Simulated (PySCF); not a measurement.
# Computed properties of C5H7N, SMILES CC1=CCN=C1

C5H7N, SMILES CC1=CCN=C1. Geometry: B3LYP-D3(BJ)/def2-SVP. One conformer was computed; it need not be the lowest. All values are computed for the isolated molecule unless a solvent is named; none is compared with measurement here.

**Structure.** The optimised structure has Cs symmetry. All 33 harmonic modes at B3LYP-D3(BJ)/def2-SVP (PySCF) are real, so it is a minimum. With heavy atoms numbered as in [CH3:1][C:2]1=[CH:3][CH2:4][N:5]=[CH:6]1, the shortest bond between them is N5–C6 at 1.287 Å and the longest C3–C4 at 1.500 Å.

**Vibrations.** The strongest infrared lines (harmonic, unscaled, degenerate partners summed) lie at 3140 cm⁻¹ (26 km/mol, H 91 %, C 9 %), 951 cm⁻¹ (24 km/mol, C 62 %, H 37 %), 995 cm⁻¹ (24 km/mol, H 46 %, C 40 %, N 14 %). The softest mode is at 134 cm⁻¹ and the zero-point energy is 68.2 kcal/mol.

**Electronic structure.** PBE0/def2-TZVP (PySCF) places the frontier levels at -7.09 and -0.87 eV, a gap of 6.22 eV, and gives a dipole moment of 2.35 D and a mean polarisability of 62.9 bohr³. PBE/def2-TZVP (PySCF) at the same geometry gives -6.00 and -1.84 eV, so its gap is 2.06 eV narrower. An orbital gap is neither the optical nor the fundamental gap.

**Excitations.** TDA-PBE0/def2-SVPD (PySCF) has S1 at 4.90 eV (253 nm, f = 0.004, weak); the most intense of the 10 singlets computed lies at 5.85 eV (f = 0.10). T1 (TDA) is at 3.42 eV, 1.48 eV under S1. TDA-PBE/def2-SVPD (PySCF) puts S1 at 4.43 eV. No vertical singlet excitation falls in the visible range (under 3.1 eV).

**NMR.** GIAO shifts at HF/pcSseg-1 (PySCF) (non-relativistic, atoms alike by connectivity averaged): ¹³C from 15.1 to 180.5 ppm against TMS; ¹H from 2.4 to 8.5 ppm against TMS.

**Solvation.** SMD-PBE0/6-31G* (PySCF) gives -6.9 kcal/mol in water, -5.3 kcal/mol in dimethylsulfoxide, -7.2 kcal/mol in dichloromethane (1 M in both phases, gas-phase geometry); of these solvents dichloromethane holds the molecule best.
